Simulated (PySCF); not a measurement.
Species: C7H7F.
Bonds: C1–C2 (double), C2–C3 (double), C3–C4, C4–C5, C5–C6 (triple), C6–C7, C7–F8. Hydrogens: H9, H10 on C1; H11 on C3; H12, H13 on C4; H14, H15 on C7.

The geometry is computed with GFN2-xTB (gas phase).

List the bond lengths, angles and torsions at this level.

```tsv
bond	length (bohr)	order
C1=C2	2.445	double
C2=C3	2.449	double
C3–C4	2.855	single
C4–C5	2.738	single
C5≡C6	2.266	triple
C6–C7	2.738	single
C7–F8	2.608	single
C1–H9, C1–H10	2.038	single
C3–H11	2.045	single
C4–H12, C4–H13	2.068	single
C7–H14, C7–H15	2.074	single
```

Bonds in one row agree within 0.02 bohr and their mean is given. Orders are formal, as drawn. A selection of angles:
```tsv
angle	degrees
C2–C1–H9	121.8
H9–C1–H10	116.4
C1–C2–C3	178.9
C2–C3–C4	123.8
C2–C3–H11	120.6
C4–C3–H11	115.6
C3–C4–C5	110.2
C3–C4–H12	110.3
C5–C4–H12	109.7
C5–C4–H13	108.4
H12–C4–H13	108.8
C4–C5–C6	176.2
C5–C6–C7	176.4
C6–C7–F8	111.4
C6–C7–H14	110.7
F8–C7–H14	106.7
H14–C7–H15	110.2
```

Dihedral angles: C2–C3–C4–C5 -120° (anticlinal). The mirror-image conformer, all signs reversed, is as good.

The 6 C–C bonds span 1.199 Å (C5≡C6, drawn triple) to 1.511 Å (C3–C4, drawn single), a spread of 0.312 Å.

Point group: C1 (no symmetry element, even within 0.4 Å). Not checked by GFN2-xTB frequencies. One conformer, not necessarily the lowest.
